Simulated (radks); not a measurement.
Results of a calculation; reference values are marked as such.
All-electron atom: the chromium ion Cr2+ in [Ar] 3d4.

Level of theory: scalar-relativistic Kohn-Sham, PBE, spin-unpolarised, spherical densities, point nucleus (a radial shooting solver on a logarithmic mesh with Libxc functionals).

Energy parts (hartree):
part                       energy
total                 -1049.68443
kinetic                1060.35712
electron-nucleus      -2488.09461
Hartree                 426.14285
exchange-correlation    -48.08979

Orbitals (lengths in bohr, moments of r in powers of bohr; r(max) is where P^2 peaks):
| orbital | occ. | eigenvalue (hartree) | r(max) | <r> | <r^4> | <1/r> |
|---|---|---|---|---|---|---|
| 1s | 2 | -216.9052 | 0.04161 | 0.06355 | 0.00007591 | 23.88 |
| 2s | 2 | -25.30648 | 0.2435 | 0.2931 | 0.01806 | 5.052 |
| 2p | 6 | -21.39392 | 0.1977 | 0.2599 | 0.01414 | 4.952 |
| 3s | 2 | -3.49658 | 0.7759 | 0.8976 | 1.400 | 1.572 |
| 3p | 6 | -2.44237 | 0.7963 | 0.9561 | 2.027 | 1.436 |
| 3d | 4 | -0.83993 | 0.8202 | 1.228 | 9.126 | 1.083 |

The highest occupied level is 3d at -22.856 eV. For comparison, the ionisation energy in NIST's Atomic Spectra Database is 30.96 eV (measured). In exact Kohn-Sham theory the highest level is minus the ionisation energy, but local and semilocal functionals leave it too shallow, through self-interaction and a potential that decays too fast; potentials with the right tail come closer.

Beside tabulated values, note that spin-unpolarised runs miss the spin-polarisation part of the exchange energy of open shells.
